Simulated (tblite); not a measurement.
C5H3ClF3O (doublet state).
Structure used (GFN2-xTB), in Å, numbered top down from 1:
```
atom  x, y, z in Å
F1     2.387   -0.551    0.622
C2     1.690   -0.122   -0.452
F3     1.815   -1.105   -1.370
F4     2.345    0.936   -0.934
C5     0.273    0.146   -0.119
C6    -0.441    1.295   -0.233
Cl7    0.016    2.829   -0.787
O8    -1.710    1.152    0.171
C9    -1.884   -0.129    0.576
C10   -0.637   -0.921    0.436
H11   -2.850   -0.418    0.925
H12   -0.270   -1.331    1.391
H13   -0.739   -1.782   -0.244
```

Calculated harmonic vibrations of the isolated species, GFN2-xTB (tblite), most abundant isotopes, no scaling. Errors from tens to a few hundred cm⁻¹ against measured bands are possible. Open shells enter through the occupations alone, without spin polarisation, and single modes of such species can be off by tens of per cent.

How many normal modes are there?

13 atoms, non-linear: 3N − 6 = 33.

What is the point group of the computed structure, and how do the modes divide by symmetry?

Cs. The vibrations span 21 a′ + 12 a″.

How many distinct wavenumbers does the calculation give?

33: Cs has no degenerate species.

How many fundamentals are allowed in the infrared by symmetry?

33 of 33: in Cs every mode is allowed. All fundamentals are allowed in the Raman spectrum.

What zero-point energy do the modes add up to?

½Σν̃ = 15385 cm⁻¹ = 44.0 kcal/mol (33 modes), 14.9 kcal/mol of it from above 1550 cm⁻¹.
